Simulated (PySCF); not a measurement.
InH2, SMILES [InH2], multiplicity 2.

Geometry optimised at B3LYP-D3(BJ)/def2-TZVPD. The def2 effective core potentials stand for the cores of In; spin–orbit coupling is left out.

Two levels are set side by side: PBE/def2-TZVPD (PySCF) and PBE0/def2-TZVPD (PySCF). Same geometry, gas phase. Differences are taken from unrounded values.

```
quantity                     PBE0
---------------------------  ----
α-spin orbital gap (eV)      3.40
β-spin orbital gap (eV)      5.17
dipole moment (D)            0.51
mean polarisability (bohr³)  51.3
```

Problem. What does PBE give, and how far is it from PBE0? (The exact figures need the calculation; the answer reports its results.)

Solution. 
```tsv
quantity	PBE	PBE minus PBE0
α-spin orbital gap (eV)	1.76	-1.64
β-spin orbital gap (eV)	3.23	-1.94
dipole moment (D)	0.48	-0.03
mean polarisability (bohr³)	52.7	1.4
```

Rough cost on one machine, each run with all the roots and properties that it gave: PBE0 against PBE within a factor of 2.
